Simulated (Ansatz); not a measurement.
Total energies of (LiSH)2 ring (Li₂H₂S₂) from Ansatz at PBE-D4/def2-TZVP, gas phase (1 Eh = 27.2114 eV = 2625.5 kJ/mol). The reference geometry is relaxed at PBE-D4/def2-TZVP.

```xyz
6

Li    0.557    0.907    0.839
S     1.265   -1.303    0.779
Li    0.096   -0.724   -1.141
S    -0.430    1.537   -1.166
H     0.235   -1.849    1.468
H    -1.723    1.432   -0.779
```

```csv
state,geometry,energy (Eh)
charge 0 singlet,reference,-812.41230
charge 1 doublet,reference,-812.10506
charge 1 doublet,relaxed at PBE-D4/def2-TZVP,-812.13737
free Li atom (doublet),–,-7.46192
free S atom (triplet),–,-397.93833
free H atom (doublet),–,-0.49962
```

Task: Work out the vertical ionisation energy to the doublet.

Result: E(charge 1 doublet) − E(charge 0 singlet) = -812.10506 − (-812.41230) = 0.30724 Eh = 8.36 eV. For comparison, −ε of the highest occupied level is 5.46 eV at this level, 2.90 eV less.

Task: How much does the charge 1 doublet relax, and what is the adiabatic ionisation energy?

Result: Relaxation: -812.10506 − (-812.13737) = 0.03231 Eh = 0.88 eV. Adiabatic ionisation energy: 0.27493 Eh = 7.48 eV, without zero-point energy. 

Task: What is the binding energy per atom against free atoms?

Result: Atoms: 2 × (-7.46192) + 2 × (-397.93833) + 2 × (-0.49962) = -811.79974 Eh. Binding: -811.79974 − (-812.41230) = 0.61256 Eh = 16.67 eV, or 2.78 eV for each of 6 atoms (no zero-point energy, no counterpoise term).
